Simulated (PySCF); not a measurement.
Si(F)2(OH)(SMe) (CH4F2OSSi), SMILES F[Si](F)(O)SC. Atoms are numbered in the order given.

```xyz
10

C      2.0750     0.7419    -0.8648
S      1.4202    -0.4151     0.4152
Si    -0.6309    -0.0750     0.1080
O     -0.9454     1.5357     0.0895
F     -1.4363    -0.8379     1.2759
F     -1.1965    -0.6919    -1.2773
H      1.6742     1.7515    -0.7090
H      1.8327     0.3854    -1.8750
H      3.1650     0.7527    -0.7366
H     -1.7527     1.8328    -0.3492
```

Geometry: B3LYP-D3(BJ)/def2-SVP. This is a generated structure with no PubChem entry under its InChIKey; it may be hypothetical. One conformer was computed; it need not be the lowest.

Method: PySCF with r2SCAN/def2-TZVP.

ESP charges are fitted to the potential on shells at 1.4 to 2.0 van der Waals radii. Atomic charges (e):

| atom | IAO | Löwdin | Mulliken | ESP fit |
|---|---|---|---|---|
| C1 | -0.50 | -0.49 | -0.29 | -0.45 |
| S2 | ? | 0.40 | -0.21 | -0.15 |
| Si3 | 1.64 | -0.37 | 0.87 | 0.71 |
| O4 | ? | -0.09 | -0.52 | -0.62 |
| F5 | -0.53 | 0.02 | -0.31 | -0.23 |
| F6 | -0.53 | 0.00 | -0.31 | -0.27 |
| H7 | ? | 0.11 | 0.15 | 0.17 |
| H8 | ? | 0.11 | 0.14 | 0.17 |
| H9 | ? | 0.12 | 0.14 | 0.21 |
| H10 | 0.38 | 0.19 | 0.34 | 0.45 |

### Question
What belongs in the gaps? (Estimate from the structure and the level; the computed values follow.)

### Answer

- S2, IAO: -0.18
- O4, IAO: -0.80
- H7, IAO: 0.17
- H8, IAO: 0.16
- H9, IAO: 0.18

### Question
Give the Mayer and Wiberg (Löwdin basis) orders of the bonds. (An estimate is asked for; the answer gives what the named calculation found.)

### Answer

| bond | Mayer | Wiberg |
|---|---|---|
| C1–S2 | 0.97 | 1.42 |
| S2–Si3 | 1.24 | 1.57 |
| Si3–O4 | 1.23 | 1.70 |
| Si3–F5 | 1.12 | 1.71 |
| Si3–F6 | 1.09 | 1.68 |
| C1–H7 | 0.96 | 0.94 |
| C1–H8 | 0.96 | 0.94 |
| C1–H9 | 0.95 | 0.93 |
| O4–H10 | 0.86 | 1.01 |
